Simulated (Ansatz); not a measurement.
`BC(=C)[SiH2]C` + `BS` → `BS[SiH2]C` + `BC=C` at 500 K and 1 bar (ligand exchange at the Si–C bond).

Program: Ansatz. Geometries: PBE0-D4/def2-TZVP. ΔE: electronic, gas phase. CCSD(T)/CBS is the MP2 limit (def2-TZVPP, def2-QZVPP) plus CCSD(T) − MP2 in def2-TZVPP, frozen cores. This one scheme is used for every species. Each species was taken in one conformer, which may not be the lowest.

```
        species  CCSD(T)/CBS energy (Eh)  H − E (kJ/mol)  S (J/(mol·K))
`BC(=C)[SiH2]C`               -433.41862           335.5          437.7
           `BS`               -424.38198           102.0          273.9
    `BS[SiH2]C`               -753.95937           249.1          411.9
         `BC=C`               -103.86193           194.0          304.9
```

H − E and S are ideal-gas, rigid-rotor, harmonic terms from PBE0-D4/def2-TZVP, for one conformer and one mirror image of each species. 1 Eh = 2625.50 kJ/mol, R = 8.31446 J/(mol·K).

**Question.** By hand: ΔE, ΔH, ΔS and ΔG.

**Answer.** ΔE = (-753.95937) + (-103.86193) − (-433.41862) − (-424.38198) = -0.02070 Eh = -54.3 kJ/mol. Δ(H − E) = 249.1 + 194.0 − 335.5 − 102.0 = 5.6, so ΔH = -48.7 kJ/mol. ΔS = 411.9 + 304.9 − 437.7 − 273.9 = 5.2 J/(mol·K). ΔG = -48.7 − 500 × (5.2)/1000 = -51.3 kJ/mol.

**Question.** By hand: the equilibrium constant, and the temperature at which ΔG would vanish if ΔH and ΔS stayed fixed.

**Answer.** log₁₀ K = −ΔG/(RT ln 10) = 5.4. ΔH and −TΔS have one sign here, so there is no such temperature. One of them is within its doubt of zero, so this could turn.

The number of gas molecules stays the same, so ΔS is small and ΔH decides. A doubt of 5 kJ/mol in ΔE shifts log₁₀ K by 0.5 here. Other conformers and mirror images would add mixing entropy, several J/(mol·K) or more a flexible species. Modes under 60 cm⁻¹, often nearly free rotors, make the harmonic entropy too high. These are equilibria of isolated gas molecules and say nothing of rates. Largest T1 diagnostic: 0.015 (customary marks: 0.02 for closed shells, 0.045 for open ones).
